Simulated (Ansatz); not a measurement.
`B[SiH2]C(O)F` and `OC(F)F` differ in one atom or group.

Ansatz, PBE0-D4/def2-TZVP geometries, multiplicity 1. Each molecule was computed in one conformer, which needn't be the lowest.

```tsv
property	`B[SiH2]C(O)F`
HOMO–LUMO gap (PBE/def2-TZVPP) / eV	3.32
HOMO–LUMO gap (B3LYP/def2-TZVPP) / eV	5.36
size of the dipole moment (B3LYP/def2-TZVPP) / D	1.42
size of the dipole moment (PBE/def2-TZVPP) / D	1.41
HOMO–LUMO gap (ωB97M-V/def2-TZVPP) / eV	9.97
HOMO energy (PBE/def2-TZVPP) / eV	-6.76
```

What does the change do to each property? (Estimate.)

The calculation gave: 
```csv
property,`OC(F)F`,shift
HOMO–LUMO gap (PBE/def2-TZVPP) / eV,8.33,5.01
HOMO–LUMO gap (B3LYP/def2-TZVPP) / eV,10.45,5.09
size of the dipole moment (B3LYP/def2-TZVPP) / D,0.77,-0.65
size of the dipole moment (PBE/def2-TZVPP) / D,0.76,-0.65
HOMO–LUMO gap (ωB97M-V/def2-TZVPP) / eV,15.13,5.16
HOMO energy (PBE/def2-TZVPP) / eV,-8.12,-1.36
```

With PBE0 the HOMO falls by 1.89 eV and the LUMO rises by 3.54 eV, so the gap widens by about 5.43 eV. PBE moves the HOMO by -1.36 eV and ωB97M-V by -2.15 eV. The zero-point energy changes by -88.1 kJ/mol with -15 modes. Dipoles are sizes alone; their direction can turn.

B3LYP here is the variant with VWN-RPA as its local correlation; programs differ in this.
